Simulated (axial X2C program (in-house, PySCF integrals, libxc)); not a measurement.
# Which molecule has these constants?

Calculated with an axial X2C code built on PySCF integrals, spin-free (one-electron X2C) or two-component (2c: spin–orbit coupling with atomic mean-field Coulomb and Gaunt terms, which also bring small scalar terms), in Dyall basis sets with cores contracted in-house; open shells are unrestricted.

A two-component PBE0 calculation in a Dyall 3-zeta basis gave Re = 1.679 Å, ωe = 1023.8 cm⁻¹, dipole magnitude 6.08 D, Ω = 3/2.

Question: Which molecule is it?
A. NbC
B. PdC
C. RbC
D. AgC
E. TeC

Answer: A. The others have AgC 2.017 Å and 489.2 cm⁻¹ (Ω = 3/2); RbC 2.623 Å and 323.6 cm⁻¹ (Ω = 3/2); TeC 1.885 Å and 898.6 cm⁻¹ (Ω = 0); PdC 1.745 Å and 764.2 cm⁻¹ (Ω = 2).

Each entry is the lowest single determinant of a limited PBE0 search at one distance. De goes to single-determinant-based atoms at the same level (for ions the charge split of lowest energy) and is withheld (n/a) where an atom does not fit its ground term or J level. Main or longest-lived isotopes. One determinant is a doubtful description, or other states lie close, for NbC, AgC, RbC, PdC; these need not be ground states, and all values refer to the states named. Some open-shell Ω = 0 determinants are out of reach, so the Ω given for PdC need not be the lowest component. With several unpaired electrons the Ω given is that of one determinant, not necessarily of the lowest component. Some light 2c atoms are not at their ground J level, so De misses part of their lowering (0.04 eV or less). The functionals have no current term, which raises determinants with orbital currents.
